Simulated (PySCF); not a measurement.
C₆H₈O₂ (charge -1 and doublet state).
Geometry (GFN2-xTB, Å), atoms numbered from 1 in this order:
```xyz
16
C6H8O2 angstrom
C     -1.5663   -1.3605   -0.5314
C     -0.4435   -0.4155   -0.0954
C     -1.0076    0.9625    0.2795
O      0.4896   -0.3171   -1.1374
C      1.8491    0.0206   -0.7690
C      2.4377   -0.1010    0.5653
C      2.2998    1.1634    0.0421
O      2.4341    2.3851    0.1635
H     -2.3041   -1.4714    0.2630
H     -2.0532   -0.9604   -1.4185
H     -1.1544   -2.3372   -0.7758
H      0.0525   -0.8399    0.7981
H     -0.1826    1.6373    0.4948
H     -1.6526    0.8928    1.1561
H     -1.5757    1.3700   -0.5554
H      2.3694   -0.6196    1.5088
```

The hyperfine couplings belong to this conformer and change with its torsions.

As a line formula: `CC(C)OC1=C[C]1[O-]` [radical] (charge -1).

The calculation used UKS B3LYP, pcH-1 on C H O, non-relativistic, mean-field spin-orbit, GIAO (PySCF). Whether the extra electron is bound in the gas phase wasn't checked; a finite basis holds it in any case. Couplings are sensitive to structure, and on GFN2-xTB geometries they can be far from those on DFT ones, by a factor of two or more for some ions and for spin on atoms past the first row. No stability test was run, so a lower SCF solution isn't excluded.

Question: Give the principal g shifts and their parts.

Answer: 
```csv
Δg (ppm),1,2,3
relativistic mass correction,-182,-182,-182
gauge correction,47,-17,13
orbital Zeeman/spin–orbit,-288,754,1467
total,-423,555,1298
```

So g = 2.00190, 2.00287, 2.00362 and g_iso = 2.00280; the tensor is rhombic: the two nearest values differ by 43 % of g3 − g1. Axes: g2 points within 15° of the C6–H16 bond.

Question: At 9.741 GHz, how far is the centre of the isotropic spectrum from where a free electron (g = 2.002319) resonates?

Answer: B = hν/(g μB) with μB/h = 13.99624 MHz/mT gives 347.58 mT for the free electron and 347.50 mT at g_iso, 0.08 mT lower.

Question: Average each term over the three axes. Which is largest in size?

Answer: The orbital-Zeeman/spin–orbit term 644, the mass correction -182 and the gauge correction 15 ppm, for a total of 477 ppm. The orbital-Zeeman/spin–orbit term is the largest in size. The mass correction is the same along every axis, so the anisotropy comes from the other two: their spans along these axes are 64 (gauge) and 1755 ppm (orbital Zeeman/spin–orbit).

Question: What effective moment and Curie constant follow for a powder?

Answer: With the mean of g² = 4.0112 and S(S+1) = 0.75: μ_eff = √(⟨g²⟩S(S+1)) = 1.734 μB and χT = 0.12505·⟨g²⟩·S(S+1) = 0.376 cm³ K/mol (cgs; spin-Hamiltonian part alone).

Question: In a frozen sample, at which fields do the three g values resonate at 9.5, 34, 94 and 263 GHz (hyperfine left aside), and which band first spreads them over more than twice a line width of 1.0 mT?

Answer: 
```csv
band,GHz,B(g3) mT,B(g2) mT,B(g1) mT,spread mT
X,9.5,338.76,338.89,339.06,0.29
Q,34.0,1212.42,1212.87,1213.46,1.04
W,94.0,3351.98,3353.22,3354.86,2.88
J,263.0,9378.41,9381.89,9386.48,8.06
```

The spread grows in proportion to the frequency. W band is the first where it exceeds 2.0 mT.

The Mulliken spin populations are largest on C5 (+0.60) and C6 (+0.33). The angles at C5 add up to 309.5°, so it is pyramidal.

The HOMO–LUMO gaps are 3.55 eV among the α and 4.80 eV among the β orbitals.

The SMILES draws the unpaired electron on C7; the largest computed Mulliken spin population is on C5 (0.60 against 0.01).
